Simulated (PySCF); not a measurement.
Telling isomers of C4H10F2Si2 apart by NMR

[PySCF 2.14: shieldings: GIAO PBE0/pcSseg-1; geometry: GFN2-xTB; one averaged value for each set of equivalent atoms; a single conformation; isolated molecule; relativity neglected]

Referencing at the same level of theory: TMS for 1H (σ = 31.72 ppm), 13C (σ = 186.93 ppm). Splittings of carbon signals by F and P are missing where no couplings were computed. Where no couplings were computed, multiplicities follow the n + 1 count of equivalent neighbours, and m marks all less simple cases (inequivalent or close neighbours, rings, F or P nearby). Shifts are as computed. Against solution values, carbons near 30 ppm lie about +3 ppm off and those near 130 ppm about +5 ppm. Of 1211 compounds with measured shifts, 218 miss one by over three times the rms of a fit or turn the order of signals round; such compounds aren't used in these exercises.

(1) Tabulate the signals of `C[SiH2]/C(=C\[SiH3])C(F)F`, `C[Si@@H]1C[SiH2][C@@H]1C(F)F` and their relative energies.

(2) What is the quickest way to tell C[SiH2]/C(=C\[SiH3])C(F)F from C[Si@@H]1C[SiH2][C@@H]1C(F)F?

## Answers

(1) 
```tsv
SMILES	carbon types	δC	δH	E rel. (kcal/mol)
C[SiH2]/C(=C\[SiH3])C(F)F	1×C 2×CH 1×CH3	165.2, 143.4, 122.3, -5.7	7.37 (m, 1H), 6.49 (m, 1H), 4.44 (q, 2H), 4.26 (d, 3H), 0.41 (t, 3H)	28.1
C[Si@@H]1C[SiH2][C@@H]1C(F)F	2×CH 1×CH2 1×CH3	124.4, 27.8, -0.8, -5.2	6.36 (m, 1H), 5.16 (m, 1H), 4.84 (m, 1H), 4.80 (m, 1H), 1.75 (m, 1H), 0.66 (d, 3H), 0.58 (m, 1H), 0.36 (m, 1H)	0.0
```

Energies are electronic energies at PBE0/pcSseg-1 on these geometries, without zero-point or thermal terms, each for the one conformer computed, which needn't be the lowest.

(2) Both give the same number of carbon signals, but DEPT or the intensities differ. The first has a fully substituted alkene carbon (C) at 165.2 ppm, the second an sp3 CH bonded to 2 Si at 27.8 ppm. Their most deshielded carbons lie at 165.2 and 124.4 ppm. In the proton spectra the most deshielded non-exchanging signals are 7.37 (m, 1H) and 6.36 (m, 1H).
